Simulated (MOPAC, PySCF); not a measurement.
[Ti(OH)3(NH2)], neutral singlet in the gas phase. 

Z-matrix (Å, degrees):
```
Ti
O 1 1.8062
H 2 0.9719 1 127.71
O 1 1.8127 2 113.42 3 113.15
H 4 0.9724 1 126.04 2 21.61
O 1 1.8144 2 109.46 3 -7.80
H 6 0.9717 1 125.49 2 -112.85
N 1 1.8910 2 107.56 3 -127.34
H 8 1.0238 1 124.88 2 -145.95
H 8 1.0240 9 109.62 1 -170.19
```
Charge 0, multiplicity 1.

All levels are single points at this geometry (TPSS-D3(BJ)/def2-SVP); Pople sets use spherical d functions. Orbital energies aren't observables, and empty levels follow the basis.

B3LYP/LANL2DZ in PySCF gives dipole (D) = 2.10.

Problem. Estimate the dipole (D) from each of these levels: B3LYP-D3(BJ)/def2-TZVP in PySCF; TPSSh-D3(BJ)/def2-TZVP in PySCF; B3LYP/3-21G in PySCF; B3LYP/6-311+G** (LANL2DZ on Ti) in PySCF; B3LYP/6-31G* (LANL2DZ on Ti) in PySCF; BP86/6-31G* (LANL2DZ on Ti) in PySCF; SVWN5/6-31G* (LANL2DZ on Ti) in PySCF; HF/3-21G in PySCF; HF/6-31G* (LANL2DZ on Ti) in PySCF; HF/STO-3G in PySCF; PM6 in MOPAC; PM7 in MOPAC.

Solution. 
| level | dipole (D) |
|---|---|
| B3LYP-D3(BJ)/def2-TZVP in PySCF | 1.68 |
| TPSSh-D3(BJ)/def2-TZVP in PySCF | 1.64 |
| B3LYP/3-21G in PySCF | 1.89 |
| B3LYP/6-311+G** (LANL2DZ on Ti) in PySCF | 1.80 |
| B3LYP/6-31G* (LANL2DZ on Ti) in PySCF | 1.79 |
| BP86/6-31G* (LANL2DZ on Ti) in PySCF | 1.73 |
| SVWN5/6-31G* (LANL2DZ on Ti) in PySCF | 1.79 |
| HF/3-21G in PySCF | 2.05 |
| HF/6-31G* (LANL2DZ on Ti) in PySCF | 1.89 |
| HF/STO-3G in PySCF | 1.07 |
| PM6 in MOPAC | 2.14 |
| PM7 in MOPAC | 2.25 |
